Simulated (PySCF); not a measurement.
## Mn: excitation energy

Mn [Ar] 3d5 4s2 (6S) → Mn [Ar] 3d5 4s1 5s1 (8S), as a difference of total energies. All numbers are calculated (PySCF 2.14, the spin-free X2C one-electron Hamiltonian (Gaussian nucleus), in aug-cc-pVTZ-DK). Correlated levels: valence: [Ar] frozen. The calculations carry no spin-orbit coupling.

```tsv
method	excitation energy (eV)
UHF	3.643
LDA	4.877
PBE	4.537
PBE0	4.438
r2SCAN	4.363
HSE06	4.440
M06-2X	5.518
B2PLYP	4.918
MP2 (valence)	4.574
SCS-MP2 (valence)	4.859
```

Problem. How much does correlation contribute at MP2 (valence)?

Solution. 4.574 − (3.643) = 0.931 eV, measured against UHF.

The promoted electron is Rydberg-like, and one or two diffuse shells describe it only roughly, which tends to raise the upper state.
